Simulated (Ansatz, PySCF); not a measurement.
Another site gives an ion 45710.08 eV lower (`O=[CH][GeH3]`) at the level PBE-D3(BJ)/def2-TZVP // TPSSh-D3(BJ)/def2-TZVP (PySCF).

Cartesian coordinates (Å):
SMILES: C(S)=O
```xyz
5

O     -1.1211    -0.4564    -0.7261
C     -0.5394     0.1338     0.1431
S      1.2247     0.1967     0.3643
H     -1.0480     0.7208     0.9276
H      1.4973    -0.5785    -0.6995
```
Charge 0, multiplicity 1.

Calculation: frozen-core CCSD(T)/cc-pVTZ // TPSSh-D3(BJ)/def2-TZVP (Ansatz, a quantum-chemistry and plane-wave program).

The HF energy comes out as -511.47469 Ha and the MP2 correlation energy is -0.56772 Ha.

Task: Estimate the CCSD correlation energy, the (T) correction, the total energy and the T1 diagnostic.

Result: 
```json
{
  "CCSD correlation energy": "-0.58752 Ha",
  "(T) correction": "-0.02777 Ha",
  "CCSD(T) total energy": "-512.08997 Ha",
  "T1 diagnostic": "0.017"
}
```
